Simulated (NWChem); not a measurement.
Species: SeBrF; SMILES F[Se]Br

```xyz
3

Se     0.4003     0.9338     0.0000
F     -1.2295     1.5911     0.0000
Br    -0.0727    -1.3163     0.0000
```
Atoms are numbered in this order, from 1.

Geometry: optimised at PBE0/def2-SVP.

Symmetry labels are those of Cs in the frame above (b1 and b2, or b-type labels, depend on it).

### Question
List the 4 lowest vertical singlet excitations from PBE0/def2-SVPD, TDA (NWChem).

### Answer
```json
[
 {"state": "S1", "energy (eV)": "2.70", "oscillator strength": "0.001", "symmetry": "a\"", "leading excitation (squared amplitude)": "HOMO → LUMO (0.96)"},
 {"state": "S2", "energy (eV)": "3.12", "oscillator strength": "0.000", "symmetry": "a\"", "leading excitation (squared amplitude)": "HOMO → LUMO+1 (0.95)"},
 {"state": "S3", "energy (eV)": "5.03", "oscillator strength": "0.003", "symmetry": "a'", "leading excitation (squared amplitude)": "HOMO−1 → LUMO (0.99)"},
 {"state": "S4", "energy (eV)": "5.36", "oscillator strength": "0.000", "symmetry": "a\"", "leading excitation (squared amplitude)": "HOMO−2 → LUMO (0.99)"}
]
```
